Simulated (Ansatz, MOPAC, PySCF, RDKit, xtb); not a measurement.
Noncovalent pair: PH3 (SMILES P) (first 4 atoms) with AsH3 (SMILES [AsH3]); geometry from B3LYP-D3(BJ)/def2-TZVP, rigid monomers moved along the line of their centres of mass till P1···As5 is 3.28 Å.
(charge 0, multiplicity 1):
```xyz
8

P     -0.55176     0.17664     0.27430
H      0.71621    -0.45639     0.25560
H     -1.26417    -1.04837     0.24527
H     -0.59407     0.34278    -1.13507
As    -0.45908    -0.20758     3.52750
H     -1.82281     0.46991     3.56538
H      0.27454     1.12604     3.58597
H     -0.42396    -0.36796     5.04574
```

```csv
level,interaction energy (kcal/mol),"minus CCSD(T)/CBS(def2-SVPD, def2-TZVPPD)",cost
UFF,2.56,2.50,-
GFN-FF,-5.36,-5.42,-
AM1,1.77,1.72,-
PM3,5.13,5.07,-
PM6,5.63,5.58,-
PM7,-3.30,-3.35,-
GFN1-xTB,-6.18,-6.23,-
GFN2-xTB,-4.61,-4.67,-
HF/STO-3G (no counterpoise),1.66,1.60,-
HF/3-21G (no counterpoise),1.23,1.17,-
HF/6-31G*,3.26,3.20,-
HF/def2-SVPD,3.42,3.36,-
HF/def2-TZVPPD,3.32,3.26,-
PBE/def2-TZVPPD,-0.01,-0.07,×1
PBE-D3(BJ)/def2-TZVPPD,-1.36,-1.42,×1
PBE-D4/def2-TZVPPD,-1.46,-1.52,×1
BP86/6-31G* (no counterpoise),0.74,0.68,-
r2SCAN/def2-TZVPPD,-0.17,-0.23,×2
r2SCAN-D3(BJ)/def2-TZVPPD,-0.64,-0.70,×2
r2SCAN-D4/def2-TZVPPD,-0.57,-0.62,×2
B3LYP/3-21G (no counterpoise),-0.63,-0.68,-
B3LYP/6-31G*,1.48,1.42,-
B3LYP/6-31G* (no counterpoise),1.24,1.18,-
B3LYP/LANL2DZ (no counterpoise),1.15,1.09,-
B3LYP/def2-TZVPPD,1.61,1.55,×2
B3LYP-D3(BJ)/def2-TZVPPD,-0.94,-0.99,×2
B3LYP-D4/def2-TZVPPD,-0.73,-0.79,×2
PBE0-D3(BJ)/def2-TZVPPD,-1.22,-1.27,×1
PBE0-D4/def2-TZVPPD,-1.17,-1.23,×1
M06-2X/6-31G* (no counterpoise),-1.05,-1.10,-
wB97X-V/def2-TZVPPD,-0.33,-0.38,×3
MP2/6-31G*,1.52,1.46,-
MP2/6-31G* (no counterpoise),0.51,0.45,-
MP2/def2-SVPD,0.45,0.39,-
MP2/def2-TZVPPD,-0.24,-0.30,-
"MP2/CBS(def2-SVPD, def2-TZVPPD)",-0.49,-0.54,-
SCS-MP2/def2-SVPD,1.22,1.16,-
SCS-MP2/def2-TZVPPD,0.60,0.54,-
CCSD/def2-SVPD,1.40,1.34,-
"CCSD(T)/CBS(def2-SVPD, def2-TZVPPD)",0.06,0.00,×20
```

 The comparison column counts from a level with limits of its own.

The rows run from -6.18 (GFN1-xTB) to 5.63 kcal/mol (PM6). From def2-SVPD to def2-TZVPPD MP2 changes by -0.69. The dispersion term adds -1.35 in PBE-D3(BJ), -1.45 in PBE-D4, -0.47 in r2SCAN-D3(BJ). The 4 functionals in def2-TZVPPD without D3 or D4 span 1.93, from wB97X-V to B3LYP.

Counterpoise-corrected where a basis set is named; no monomer relaxation. Rows marked so take none. RDKit's UFF carries no charges.

Frozen-core correlation. Filled d and f shells under p-block atoms count as core. CBS(a, b) extrapolates the correlation energy as X⁻³ and adds the Hartree–Fock energy of set b. Rows in 3-21G, 6-31G*, LANL2DZ, STO-3G carry no dispersion term and start afresh at each structure (6-31G* with six Cartesian d functions); the Pople sets are all-electron and without relativity. MP2/6-31G* freezes PySCF's default core, which leaves 3d correlated. LANL2DZ brings its own core potentials from Na on. The state that AM1, PM3, PM6, PM7 reach isn't checked; PM7 holds dispersion and hydrogen-bond terms.

Run with Ansatz (a first-principles code) with Gaussian orbitals; MOPAC for AM1, PM3, PM6, PM7 (differences of heats of formation); PySCF for 3-21G rows, 6-31G* rows, LANL2DZ rows, STO-3G rows, the dispersion terms; RDKit for the force fields; xtb for the GFN methods. Each number belongs to the level named beside it.

Costs are rough ratios of core time to PBE/def2-TZVPPD (about 7 s over the structures, on one shared machine); a dash marks a level with no comparable run of its own.
